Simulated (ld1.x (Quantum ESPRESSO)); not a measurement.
# Ranking TM potentials for zinc (Zn)

All share these settings but for the change named:

ld1.x (Quantum ESPRESSO) 7.5 input, shortened:

```
&input
   title='Zn', zed=30., rel=1, dft='BLYP', iswitch=3,
   config='[Ar] 3d9 4s0 4p0'
 /
 &inputp
   pseudotype=2, tm=.true., lloc=-1, rcloc=0.95,
   nlcc=.true.
 /
3
3S  1  0   2.00   0.00  0.80  0.80  0.0
3P  2  1   6.00   0.00  0.85  0.85  0.0
3D  3  2   9.00   0.00  1.45  1.45  0.0
 &test
   configts(1)='3s2 3p6 3d9 4s0 4p0'
 /
```

Test errors are all-electron minus pseudo excitation energies from the reference, over 3s2 3p6 3d10 4s2 4p0; 3s2 3p6 3d10 4s1 4p0; 3s2 3p6 3d10 4s0 4p0; 3s2 3p6 3d8 4s0 4p0; 3s2 3p5 3d10 4s2 4p0; 3s2 3p6 3d10 4s0 4p1; 3s2 3p6 3d9 4s2 4p0. None of these files shows a bound ghost.

The base gives 233.5 meV.

Of 7 variants that were run, those that failed, showed a ghost or another fault, or gave nearly equal values are left out.

Task: Rank these variants by their largest absolute test error, smallest first.
A. all radii but the core radius scaled by about 0.75 (s 0.60, p 0.64, d 1.08 bohr); local potential all-electron potential smoothed inside 0.72 bohr (lloc = -1)
B. all radii but the core radius scaled by about 1.12 (s 0.90, p 0.96, d 1.62 bohr); local potential all-electron potential smoothed inside 1.06 bohr (lloc = -1)
C. all radii but the core radius scaled by about 1.31 (s 1.04, p 1.12, d 1.90 bohr); local potential all-electron potential smoothed inside 1.24 bohr (lloc = -1)
D. all radii but the core radius scaled by about 0.95 (s 0.76, p 0.80, d 1.38 bohr); local potential all-electron potential smoothed inside 0.90 bohr (lloc = -1)
E. all radii but the core radius scaled by about 0.83 (s 0.66, p 0.70, d 1.20 bohr); local potential all-electron potential smoothed inside 0.78 bohr (lloc = -1)

Result: E (267.5 meV), A (369.2 meV), B (911.5 meV), D (1832.4 meV), C (5660.6 meV).
